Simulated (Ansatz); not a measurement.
Cost and result for the atomization energy of C3H8BNO (`B/N=C\OCC`) (14 atoms, 13 bonds).

```xyz
14

B     1.715   -2.640    1.260
N     1.357   -1.549    0.534
C     0.980   -0.555   -0.096
O    -0.216    0.021    0.108
C    -0.497    1.158   -0.707
C    -1.864    1.668   -0.337
H     1.454   -3.733    0.842
H     2.299   -2.489    2.296
H     1.596   -0.075   -0.864
H     0.266    1.926   -0.537
H    -0.461    0.868   -1.763
H    -2.112    2.541   -0.943
H    -2.621    0.901   -0.508
H    -1.896    1.956    0.715
```

The species carries charge 0 and has multiplicity 1. All single points use the PBE0-D4/def2-TZVP geometry. It is one conformer, not always the lowest. Program: Ansatz. All runs use 4 threads of an Intel Xeon Platinum 8488C on a shared host. Times are those of one run each, without the atoms' runs, and a repeat can differ threefold. Electronic energies, without spin–orbit coupling; frozen cores. CCSD(T)/CBS adds CCSD(T) − MP2 in def2-TZVPP to the MP2 limit, and its time is that of the two runs behind it. T1 = 0.014. B3LYP takes the VWN-RPA correlation (the form of Gaussian; ORCA's B3LYP/G).

CCSD(T)/CBS is a level of theory with its own doubt, some kJ/mol a heavy atom from the limit and from the frozen cores, so smaller differences don't rank the functionals.

```csv
level,functions,wall time,atomization (kJ/mol),difference from CCSD(T)/CBS,per bond
PBE-D4/def2-TZVPP (with forces),298,2.8 s,5741.0,189.6,14.6
PBE0-D4/def2-TZVPP,298,3.5 s,5615.5,64.1,4.9
r2SCAN-D4/def2-TZVPP (with forces),298,4.2 s,5600.5,49.1,3.8
B3LYP-D4/def2-TZVPP (with forces),298,6 s,5604.4,53.0,4.1
ωB97X-V/def2-TZVPP,298,7.5 s,5585.5,34.1,2.6
B2PLYP/def2-TZVPP,298,7.5 s,5537.5,-13.9,-1.1
ωB97M-V/def2-TZVPP (with forces),298,12 s,5596.9,45.5,3.5
MP2/def2-QZVPP,582,38 s,5594.0,42.6,3.3
CCSD(T)/def2-TZVPP,298,9.7 min,5415.6,-135.8,-10.4
CCSD(T)/CBS(def2),–,10 min,5551.4,0.0,0.0
```

The D4 term adds +35.4 kJ/mol with B3LYP and +18.8 kJ/mol with PBE0; it sums over pairs of atoms, weighted by their polarisabilities, and B3LYP, whose exchange is more repulsive, gets the larger term. From PBE to PBE0 (25 % exact exchange), in def2-TZVPP and without D4, the atomization energy moves by −122.0 kJ/mol: exact exchange takes away binding that semilocal exchange gives to molecules. In def2-TZVPP, CCSD(T) changes the Hartree–Fock value by +1379.0 kJ/mol (the triples alone add +87.4 kJ/mol) and MP2 by +1477.2 kJ/mol; breaking electron pairs costs correlation energy, which Hartree–Fock lacks.
